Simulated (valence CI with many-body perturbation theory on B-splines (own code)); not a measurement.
The numbers below are computed, except where a source is named.
## From CI to CI+MBPT in Pb67+

Method: relativistic CI+MBPT: five valence electrons over a frozen Dirac-Fock core [Ne], a basis of 9 s, 9 p, 8 d, 6 f, 3 g, 1 h functions for each j, with the one-electron correlation potential Σ1 (screened to all orders), the two-electron term Σ2, the three-electron term Σ3, Breit, model QED; selected single and double excitations, second order for the rest (own B-spline code, finite nucleus).

The last digits are not significant, and no measured levels were compared; by estimate large intervals hold to a few tenths of a per cent, small ones and those within an open d or f shell to about a per cent. Among the levels kept, up to 620 cm⁻¹ of a level comes from second order outside the variational space, and about a tenth of that is noise between levels of different J, which matters for small intervals.

Each rung adds one term. CI alone is the Dirac-Coulomb CI over the frozen core; QED comes last and gives the full result, which names the levels. Energies are above (3s^2 3p1/2^2 3p3/2) J=3/2 on the same rung, in Ry.

Levels are named by their leading jj configuration (3d3/2^4 stands for four electrons in 3d with j = 3/2), which in mixed levels can hold well under half, so a name can repeat and another be missing. Letters in brackets count levels of one name in rising energy.

```csv
Level,CI alone
(3s^2 3p1/2^2 3d3/2) J=3/2,19.498
(3s^2 3p1/2^2 3d5/2) J=5/2,30.508
(3s^2 3p1/2 3p3/2^2) J=3/2,42.181
(3s^2 3p1/2 3p3/2^2) J=5/2,43.212
(3s^2 3p1/2 3p3/2^2) J=1/2,44.433
(3s 3p1/2^2 3p3/2^2) J=5/2,57.495
(3s 3p1/2^2 3p3/2^2) J=3/2,59.847
(3s 3p1/2^2 3p3/2^2) J=1/2,60.084
(3s^2 3p1/2 3p3/2 3d3/2) J=5/2 [a],61.490
(3s^2 3p1/2 3p3/2 3d3/2) J=1/2 [a],61.712
(3s^2 3p1/2 3p3/2 3d3/2) J=3/2 [a],61.816
(3s^2 3p1/2 3p3/2 3d3/2) J=7/2,62.578
(3s^2 3p1/2 3p3/2 3d3/2) J=5/2 [b],65.077
(3s^2 3p1/2 3p3/2 3d3/2) J=1/2 [b],65.980
(3s^2 3p1/2 3p3/2 3d3/2) J=3/2 [b],66.165
(3s^2 3p1/2 3p3/2 3d5/2) J=7/2 [a],71.278
```

(1) What do these energies become with core correlation, Breit and QED?

(2) How does the ionisation energy move along the ladder, and which term matters most?

Answers

(1) (3s^2 3p1/2^2 3d3/2) J=3/2 19.275 (-0.2238); (3s^2 3p1/2^2 3d5/2) J=5/2 30.051 (-0.4577); (3s^2 3p1/2 3p3/2^2) J=3/2 41.764 (-0.4171); (3s^2 3p1/2 3p3/2^2) J=5/2 42.725 (-0.4870); (3s^2 3p1/2 3p3/2^2) J=1/2 44.023 (-0.4097); (3s 3p1/2^2 3p3/2^2) J=5/2 56.939 (-0.5555); (3s 3p1/2^2 3p3/2^2) J=3/2 59.284 (-0.5628); (3s 3p1/2^2 3p3/2^2) J=1/2 59.576 (-0.5081); (3s^2 3p1/2 3p3/2 3d3/2) J=5/2 [a] 60.782 (-0.7077); (3s^2 3p1/2 3p3/2 3d3/2) J=1/2 [a] 61.084 (-0.6278); (3s^2 3p1/2 3p3/2 3d3/2) J=3/2 [a] 61.144 (-0.6721); (3s^2 3p1/2 3p3/2 3d3/2) J=7/2 61.799 (-0.7789); (3s^2 3p1/2 3p3/2 3d3/2) J=5/2 [b] 64.345 (-0.7324); (3s^2 3p1/2 3p3/2 3d3/2) J=1/2 [b] 65.306 (-0.6744); (3s^2 3p1/2 3p3/2 3d3/2) J=3/2 [b] 65.452 (-0.7133); (3s^2 3p1/2 3p3/2 3d5/2) J=7/2 [a] 70.425 (-0.8531).

(2) CI alone 7797.9, + Σ1 7798.9, + Σ2 7799.1, + Σ3 7798.6, + Breit 7791.3, + QED 7790.3 eV. The largest step is Breit, -7.3 eV. NIST lists 7790 ± 40 eV (theoretical).
